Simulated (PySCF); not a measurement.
Spin-rotation constants: `InChI=1S/C3ClNO2/c4-2-1(6)3(7)5-2`

Geometry (Å), atoms numbered from 1 in this order:
```xyz
7

O    -2.230   -0.612    0.104
C    -1.070   -0.400    0.052
N     0.079   -1.264    0.045
C     0.922   -0.272   -0.028
Cl    2.572   -0.308   -0.086
C    -0.123    0.840   -0.035
O    -0.147    2.022   -0.078
```

Computed, not measured: GIAO PBE0/aug-pcSseg-1 magnetisability, rotational g tensor and spin-rotation constants, non-relativistic, gas phase in PySCF. Geometry: GFN2-xTB.

(1) Give the nuclear spin-rotation constants along the inertial axes (H = +C I·J) beside the isotropic shieldings.

## Answers

(1) Rotational constants 4.6792, 1.6038, 1.1944 GHz. A star marks the isotopologue with that one atom substituted, in its own axes.
```
atom  isotope  Caa (kHz)  Cbb (kHz)  Ccc (kHz)  mean (kHz)  σ (ppm)
  N3      14N      1.944      0.453      0.089       0.829   -260.7
 Cl5     35Cl      1.298      0.729      0.252       0.760    615.1
  O1     17O*     -4.179     -0.847     -0.101      -1.709   -219.4
  C2     13C*      1.808      0.798      0.382       0.996     -4.2
  C4     13C*      3.397      0.743      0.280       1.473    -51.1
  C6     13C*      2.209      0.663      0.388       1.087     -5.4
  O7     17O*     -2.476     -1.711     -0.107      -1.431   -294.3
```
For the geometry as given, no vibrational averaging.
